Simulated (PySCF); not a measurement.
ReO2Cl, SMILES [O]=[Re](=[O])[Cl] (connectivity only; charge and spin as stated), neutral, multiplicity 3.

Geometry optimised at PBE-D3(BJ)/def2-SVP. The multiplicity is an assumed one; other spin states were not compared. The def2 effective core potentials stand for the cores of Re; spin–orbit coupling is left out.

Method: TDA-CAM-B3LYP/def2-SVPD (PySCF).

Vertical excitations. Isolated molecule, no solvent.

| state | energy (eV) | λ (nm) | f | main pairs |
|---|---|---|---|---|
| root 1 | 1.76 | 706 | 0.003 | α HOMO→LUMO 93 % |
| root 2 | 2.91 | 426 | 0.000 | α HOMO−1→LUMO 96 % |
| root 3 | 3.24 | 383 | 0.000 | α HOMO→LUMO+1 95 % |
| root 4 | 3.31 | 375 | 0.000 | β HOMO−2→LUMO 52 %, β HOMO→LUMO 47 % |
| root 5 | 3.71 | 334 | 0.009 | β HOMO−1→LUMO 79 %, β HOMO−4→LUMO 18 % |
| root 6 | 3.73 | 332 | 0.000 | α HOMO→LUMO+2 95 % |
| root 7 | 3.86 | 321 | 0.002 | β HOMO−3→LUMO 95 % |
| root 8 | 3.88 | 319 | 0.001 | α HOMO−2→LUMO 47 %, α HOMO−3→LUMO 41 %, β HOMO−2→LUMO+2 5 % |
| root 9 | 3.95 | 314 | 0.001 | β HOMO→LUMO 51 %, β HOMO−2→LUMO 47 % |
| root 10 | 4.13 | 300 | 0.000 | β HOMO→LUMO+1 62 %, β HOMO−2→LUMO+1 32 % |
Unrestricted roots are not spin-pure.
